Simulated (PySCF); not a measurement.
C4H7Cl, SMILES C=CCCCl (GFN2-xTB optimised geometry):

```
12

C      1.574    -0.619     0.000
C      0.256    -0.619     0.000
C     -0.589     0.618     0.000
C     -1.504     0.670    -1.216
Cl    -0.544     0.767    -2.720
H      2.140     0.298     0.006
H      2.145    -1.532    -0.007
H     -0.294    -1.551    -0.015
H      0.047     1.504     0.020
H     -1.224     0.627     0.892
H     -2.114    -0.231    -1.293
H     -2.145     1.551    -1.195
```

Method: B3LYP/def2-TZVP in PySCF.

What are the frontier orbital energies and the dipole moment?

HOMO-2 -8.09 eV, HOMO-1 -8.04 eV, HOMO -7.36 eV, LUMO -0.07 eV, LUMO+1 0.73 eV; dipole moment 1.96 D.

Meta-Löwdin charges at B3LYP/def2-TZVP: C1 -0.26, C2 -0.09, C3 -0.19, C4 -0.15, Cl5 -0.13, H6 0.12, H7 0.12, H8 0.11, H9 0.11, H10 0.12, H11 0.12, H12 0.13.
